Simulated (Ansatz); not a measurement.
One change: `N[SiH](F)F` becomes `F[SiH](F)Cl`.

Ansatz, PBE0-D4/def2-TZVP geometries, multiplicity 1. Each molecule was computed in one conformer, which needn't be the lowest.

```json
{"property": "HOMO energy (PBE/def2-TZVPP) / eV", "`N[SiH](F)F`": "-6.84"}
{"property": "HOMO energy (PBE0/def2-TZVPP) / eV", "`N[SiH](F)F`": "-8.38"}
{"property": "ideal-gas entropy at 298 K and 1 bar (rigid rotor, harmonic PBE0-D4/def2-TZVP) / J/(mol·K)", "`N[SiH](F)F`": "307"}
{"property": "zero-point energy (PBE0-D4/def2-TZVP) / kJ/mol", "`N[SiH](F)F`": "107.2"}
{"property": "LUMO energy (PBE/def2-TZVPP) / eV", "`N[SiH](F)F`": "-0.09"}
{"property": "size of the dipole moment (ωB97M-V/def2-TZVPP) / D", "`N[SiH](F)F`": "2.53"}
```

Question: Give the same properties after the change, and the shifts. (An estimate is asked.)

Answer: The calculation gave: 
```json
{"property": "HOMO energy (PBE/def2-TZVPP) / eV", "`F[SiH](F)Cl`": "-8.55", "shift": "-1.71"}
{"property": "HOMO energy (PBE0/def2-TZVPP) / eV", "`F[SiH](F)Cl`": "-10.01", "shift": "-1.63"}
{"property": "ideal-gas entropy at 298 K and 1 bar (rigid rotor, harmonic PBE0-D4/def2-TZVP) / J/(mol·K)", "`F[SiH](F)Cl`": "299", "shift": "-8"}
{"property": "zero-point energy (PBE0-D4/def2-TZVP) / kJ/mol", "`F[SiH](F)Cl`": "43.8", "shift": "-63.4"}
{"property": "LUMO energy (PBE/def2-TZVPP) / eV", "`F[SiH](F)Cl`": "-0.32", "shift": "-0.23"}
{"property": "size of the dipole moment (ωB97M-V/def2-TZVPP) / D", "`F[SiH](F)Cl`": "1.16", "shift": "-1.37"}
```

With PBE0 the HOMO falls by 1.63 eV and the LUMO falls by 0.15 eV, so the gap widens by about 1.48 eV. PBE moves the HOMO by -1.71 eV and ωB97M-V by -1.48 eV. The zero-point energy changes by -63.4 kJ/mol with -6 modes. Dipoles are sizes alone; their direction can turn.
